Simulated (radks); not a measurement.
Q: Species: N. Configuration: [He] 2s2 2p3. All-electron calculation, scalar-relativistic Kohn-Sham, PBE, spin-polarised, spherical densities, finite nucleus; open shells are filled with parallel spins first; Fermi nuclear charge, rms radius 2.5582 fm. Program: a radial shooting solver on a logarithmic mesh with Libxc functionals. Some entries of the table are withheld. Estimate them.

orbital,occ.,eigenvalue (eV),<r> (bohr),r(max) (bohr)
1s up,1,(1),0.2301,0.1483
1s down,1,(2),0.2294,0.1481
2s up,1,(3),1.304,1.008
2s down,1,(4),1.364,1.027
2p up,3,-8.2990,(5),0.9623
2p down,0,-4.1295,(6),1.008

A: 
(1) 1s up eigenvalue (eV): -384.1757
(2) 1s down eigenvalue (eV): -382.6551
(3) 2s up eigenvalue (eV): -19.8768
(4) 2s down eigenvalue (eV): -15.3038
(5) 2p up <r> (bohr): 1.435
(6) 2p down <r> (bohr): 1.650
